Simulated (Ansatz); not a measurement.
`[InH2][CH2]N1[SiH2][SiH2]1` + `O[SiH3]` → `[SiH3][O][InH2]` + `CN1[SiH2][SiH2]1` at 298.15 K and 1 bar (ligand exchange at the In–C bond).

Program: Ansatz. Geometries: PBE0-D4/def2-TZVP. ΔE: electronic, gas phase. CBS: MP2 limit from def2 TZ/QZ plus the TZ coupled-cluster correction, frozen cores. def2 core potentials past Kr. For In outer-core shells are correlated without core-valence functions, which leaves a few kJ/mol of doubt a bond. Each species was taken in one conformer, which may not be the lowest.

```csv
species,CCSD(T)/CBS energy (Eh),H − E (kJ/mol),S (J/(mol·K))
`[InH2][CH2]N1[SiH2][SiH2]1`,-865.47902,231.6,408.6
`O[SiH3]`,-366.69042,113.6,257.8
`[SiH3][O][InH2]`,-557.10255,126.5,345.2
`CN1[SiH2][SiH2]1`,-675.10262,222.3,334.3
```

H − E and S are ideal-gas, rigid-rotor, harmonic terms from PBE0-D4/def2-TZVP, for one conformer and one mirror image of each species. 1 Eh = 2625.50 kJ/mol, R = 8.31446 J/(mol·K).

**Question.** By hand: ΔE, ΔH, ΔS and ΔG.

**Answer.** ΔE = (-557.10255) + (-675.10262) − (-865.47902) − (-366.69042) = -0.03573 Eh = -93.8 kJ/mol. Δ(H − E) = 126.5 + 222.3 − 231.6 − 113.6 = 3.6, so ΔH = -90.2 kJ/mol. ΔS = 345.2 + 334.3 − 408.6 − 257.8 = 13.1 J/(mol·K). ΔG = -90.2 − 298.15 × (13.1)/1000 = -94.1 kJ/mol.

**Question.** By hand: the equilibrium constant, and the temperature at which ΔG would vanish if ΔH and ΔS stayed fixed.

**Answer.** log₁₀ K = −ΔG/(RT ln 10) = 16.5. ΔH and −TΔS have one sign here, so there is no such temperature.

The number of gas molecules stays the same, so ΔS is small and ΔH decides. A doubt of 5 kJ/mol in ΔE shifts log₁₀ K by 0.9 here. Other conformers and mirror images would add mixing entropy, several J/(mol·K) or more a flexible species. Modes under 60 cm⁻¹, often nearly free rotors, make the harmonic entropy too high. These are equilibria of isolated gas molecules and say nothing of rates. Largest T1 diagnostic: 0.015 (customary marks: 0.02 for closed shells, 0.045 for open ones).
